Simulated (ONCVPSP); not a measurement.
Configuration tests for Bi (Z = 83) (ONCV)

ONCVPSP 4.0.1 input, shortened (lines: element, Z, core and valence counts, functional; n l f; lmax; l rc ep ncon nbas qcut; lloc lpopt rc5 dvloc0; l nproj debl; icmod fcfact rcfact), PBE, fully relativistic:

```
  Bi 83.00   10    5        4      upf
    1    0    2.00
    2    0    2.00
    2    1    6.00
    3    0    2.00
    3    1    6.00
    3    2   10.00
    4    0    2.00
    4    1    6.00
    4    2   10.00
    4    3   14.00
    5    0    2.00
    5    1    6.00
    5    2   10.00
    6    0    2.00
    6    1    3.00
    2
    0    1.45    0.00    4    8    9.40
    1    1.70    0.00    3    7    8.80
    2    1.25    0.00    5    9    8.20
    4    5    0.80    0.00
    0    2    3.90
    1    3    3.30
    2    3    1.20
    3    2.00    1.25
```

Open shells are filled in proportion to 2j + 1.

Energies are relative to the spin-unpolarised reference configuration 5s2 5p6 5d10 6s2 6p3; without spin polarisation the order of configurations can differ from experiment.

(1) Give the all-electron excitation energy and the error of the potential for: 5s2 5p6 5d10 6s2 6p2; 5s2 5p6 5d10 6s2 6p1; 5s2 5p6 5d10 6s2 6p0; 5s2 5p6 5d9 6s2 6p4.

Note: ghosts flagged at negative energy: s at -148.9 eV, d5/2 at -1338.2 eV, d3/2 at -2934.7 eV; GHOST(+) flagged for p3/2 at 304.6 eV, p1/2 at 368.1 eV. A true bound ghost makes a file unfit for plane-wave use.

Results:

(1)

```csv
valence configuration,charge,ΔE all-electron (eV),error AE − PS (meV)
5s2 5p6 5d10 6s2 6p2,+1,8.060,+0.2
5s2 5p6 5d10 6s2 6p1,+2,23.485,+0.2
5s2 5p6 5d10 6s2 6p0,+3,47.047,-0.8
5s2 5p6 5d9 6s2 6p4,0,23.903,-0.3
```
